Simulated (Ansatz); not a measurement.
Reaction (ligand exchange at the Si–O bond): `CCCO[SiH3]` + `OBCl` → `[SiH3]OBCl` + `CCCO`

Gas-phase electronic energies from Ansatz, PBE0-D4/def2-TZVP geometries. CBS: MP2 limit from def2 TZ/QZ plus the TZ coupled-cluster correction, frozen cores. This one scheme is used for every species. DFT in def2-TZVPP. B3LYP here is the variant with VWN-RPA as its local correlation; programs differ in this. Each species was taken in one conformer, which may not be the lowest.

Q: Is it downhill or uphill in electronic energy at CCSD(T)/CBS, and by how much? (An estimate is asked.)

A: Ansatz gave: Uphill: ΔE = +3.6 kJ/mol.

Q: What do these levels give: B3LYP-D4, ωB97X-V, B3LYP, MP2/def2-TZVPP, HF/def2-QZVPP, CCSD/CBS(def2)? (An estimate is asked.)

A: The calculation gave: B3LYP-D4 5.4, ωB97X-V 5.3, B3LYP 5.9, MP2/def2-TZVPP 5.5, HF/def2-QZVPP 2.3, CCSD/CBS(def2) 3.2 kJ/mol.

Largest T1 diagnostic among the species: 0.012.
